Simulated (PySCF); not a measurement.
carbon diselenide (CSe2), SMILES [Se]=C=[Se].

The structure is a stationary point at ωB97X-D3(BJ)/def2-TZVP.

Two levels are set side by side: TDA-PBE/def2-SVPD (PySCF) and TDA-M06-2X/def2-SVPD (PySCF). Vertical, same geometry. The lowest singlet is HOMO−1→LUMO 50 %, HOMO→LUMO+1 50 % with PBE and HOMO−1→LUMO 49 %, HOMO→LUMO+1 49 % with the other functional; states are paired by order. Differences are taken from unrounded values.

| quantity | TDA-PBE |
|---|---|
| lowest singlet excitation (eV) | 3.35 |
| lowest triplet excitation (TDA) (eV) | 2.80 |

Q: These are the TDA-PBE values. What does TDA-M06-2X give? (Estimate from the structure and the level; the computed values follow.)

A: 
| quantity | TDA-M06-2X | TDA-PBE minus TDA-M06-2X |
|---|---|---|
| lowest singlet excitation (eV) | 3.08 | 0.28 |
| lowest triplet excitation (TDA) (eV) | 2.87 | -0.07 |

Rough cost on one machine, each run with all the roots and properties that it gave: TDA-M06-2X against TDA-PBE about 5 times.
